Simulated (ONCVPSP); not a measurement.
**Ranking ONCV potentials for N (Z = 7)**

All share these settings but for the change named:

| Quantity | Value |
| --- | --- |
| Element | N |
| Generator | ONCVPSP 4.0.1 |
| Type | optimised norm-conserving Vanderbilt (ONCV) |
| Functional | PBE |
| Relativity | scalar-relativistic |
| Frozen core | [He] |
| Valence charge | 5 |
| Reference configuration | 2s2 2p3 |
| Partial waves | 2s: rc 1.00 bohr, ncon 5, nbas 9, qcut 8 1/bohr, 2 projectors, debl 2.8 Ha; 2p: rc 1.30 bohr, ncon 4, nbas 7, qcut 5.7 1/bohr, 2 projectors, debl 1.7 Ha |
| Local potential | polynomial inside 0.90 bohr (lpopt 5, dvloc0 0 Ha) |
| Core correction | Teter function fitted to the true core (icmod 2), fcfact 0.45 |

Cutoff: the first of the cutoffs (Ha) at which the residual kinetic energy of the hardest occupied pseudo-wave falls to 1 and 0.1 mHa per electron; the density cutoff is not measured.

The base gives 73 Ha.

Of 6 variants that were run, those that failed, showed a ghost or another fault, or gave nearly equal values are left out.

A variant can come out equal or close to the base.

Question: Rank these variants from softest to hardest (loose cutoff).
A. all radii but the core radius scaled by about 0.78 (s 0.78, p 1.02 bohr); local potential polynomial inside 0.70 bohr (lpopt 5, dvloc0 0 Ha)
B. all radii but the core radius scaled by about 1.30 (s 1.30, p 1.70 bohr); local potential polynomial inside 1.18 bohr (lpopt 5, dvloc0 0 Ha)
C. all radii but the core radius scaled by about 1.03 (s 1.04, p 1.34 bohr); local potential polynomial inside 0.92 bohr (lpopt 5, dvloc0 0 Ha)
D. all radii but the core radius scaled by about 0.86 (s 0.86, p 1.12 bohr); local potential polynomial inside 0.78 bohr (lpopt 5, dvloc0 0 Ha)
E. all radii but the core radius scaled by about 1.12 (s 1.12, p 1.46 bohr); local potential polynomial inside 1.00 bohr (lpopt 5, dvloc0 0 Ha)

Answer: B (24 Ha), E (53 Ha), C (68 Ha), D (102 Ha), A (124 Ha).
